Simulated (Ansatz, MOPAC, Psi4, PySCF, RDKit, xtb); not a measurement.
Noncovalent pair: PH3 (SMILES P) (first 4 atoms) with Si2H6 (SMILES [SiH3][SiH3]); geometry from B3LYP-D3(BJ)/def2-TZVP, rigid monomers moved along the line of their centres of mass till H4···Si5 is 3.89 Å.
(charge 0, multiplicity 1):
```
atom    x (Å)    y (Å)    z (Å)
----  -------  -------  -------
P     -0.3602   0.2282  -0.0754
H      0.7813  -0.1793   0.6606
H      0.3673   1.1782  -0.8387
H     -0.7495   1.1836   0.8977
Si     0.7099   0.7708   4.4833
Si    -0.7754  -1.0425   4.4214
H      0.0561   1.9957   3.9633
H      1.9112   0.4880   3.6620
H      1.1393   1.0200   5.8815
H     -1.9602  -0.7579   5.2671
H     -0.1084  -2.2642   4.9338
H     -1.2360  -1.3022   3.0363
```

| level | interaction energy (kcal/mol) | cost |
|---|---|---|
| MMFF94 | -0.60 | - |
| UFF | -1.36 | - |
| GFN-FF | -1.05 | - |
| AM1 | 0.26 | - |
| PM3 | 0.53 | - |
| PM6 | -0.84 | - |
| PM7 | -0.21 | - |
| GFN1-xTB | -1.60 | - |
| GFN2-xTB | -1.54 | - |
| HF/STO-3G (no counterpoise) | 0.19 | - |
| HF/3-21G (no counterpoise) | -0.09 | - |
| HF/6-31G* | 0.43 | - |
| HF/6-31G* (no counterpoise) | 0.20 | - |
| HF/aug-cc-pV(D+d)Z | 0.39 | - |
| PBE/def2-TZVPPD | -0.34 | ×1 |
| PBE-D3(BJ)/def2-TZVPPD | -1.43 | ×1 |
| PBE-D4/def2-TZVPPD | -1.42 | ×1 |
| BP86/6-31G* (no counterpoise) | 0.46 | - |
| r2SCAN/def2-TZVPPD | -0.48 | ×1 |
| r2SCAN-D4/def2-TZVPPD | -0.96 | ×1 |
| B3LYP/3-21G (no counterpoise) | -0.14 | - |
| B3LYP/6-31G* | 0.46 | - |
| B3LYP/6-31G* (no counterpoise) | 0.12 | - |
| B3LYP/6-311+G** (no counterpoise) | 0.35 | - |
| B3LYP/LANL2DZ (no counterpoise) | 0.26 | - |
| B3LYP/def2-TZVPPD | 0.40 | ×1 |
| B3LYP-D3(BJ)/def2-TZVPPD | -1.31 | ×1 |
| B3LYP-D4/def2-TZVPPD | -1.19 | ×1 |
| PBE0/def2-TZVPPD | -0.25 | ×1 |
| PBE0-D4/def2-TZVPPD | -1.32 | ×1 |
| M06-2X/6-31G* (no counterpoise) | -1.00 | - |
| wB97X-V/def2-TZVPPD | -1.07 | ×3 |
| wB97M-V/def2-TZVPPD | -0.99 | ×4 |
| MP2/6-31G* | -0.15 | - |
| MP2/6-31G* (no counterpoise) | -0.69 | - |
| MP2/aug-cc-pV(D+d)Z | -0.94 | - |
| SCS-MP2/aug-cc-pV(D+d)Z | -0.64 | - |
| CCSD/aug-cc-pV(D+d)Z | -0.75 | - |
| CCSD(T)/aug-cc-pV(D+d)Z | -0.93 | ×8 |
| SAPT0/jun-cc-pV(D+d)Z | -0.55 | - |

The rows run from -1.60 (GFN1-xTB) to 0.53 kcal/mol (PM3). In aug-cc-pV(D+d)Z the value moves HF 0.39, MP2 -0.94, CCSD -0.75, CCSD(T) -0.93, a shift of -1.32 from HF to CCSD(T). The dispersion term adds -1.09 in PBE-D3(BJ), -1.08 in PBE-D4, -0.48 in r2SCAN-D4. The 6 functionals in def2-TZVPPD without D3 or D4 span 1.47, from wB97X-V to B3LYP.

Interaction energies are E(AB) − E(A) − E(B) at the monomers' geometry in the complex; basis-set methods are counterpoise corrected. Rows marked so take none. RDKit's UFF carries no charges.

Correlated levels freeze the cores. Rows in 3-21G, 6-311+G**, 6-31G*, LANL2DZ, STO-3G carry no dispersion term and start afresh at each structure (6-31G* with six Cartesian d functions). MP2/6-31G* freezes PySCF's default core. LANL2DZ brings its own core potentials from Na on. The state reached by AM1, PM3, PM6, PM7 isn't checked; PM7 holds dispersion and hydrogen-bond terms.

Codes used: Ansatz (a quantum-chemistry and plane-wave program) with Gaussian orbitals; MOPAC for AM1, PM3, PM6, PM7 (differences of heats of formation); Psi4 for SAPT; PySCF for 3-21G rows, 6-311+G** rows, 6-31G* rows, LANL2DZ rows, STO-3G rows, the dispersion terms; RDKit for the force fields; xtb for the GFN methods. Values without a source in brackets are computed.

Costs are rough ratios of core time to PBE/def2-TZVPPD (about 23 s over the structures, on one shared machine); a dash marks a level with no comparable run of its own.
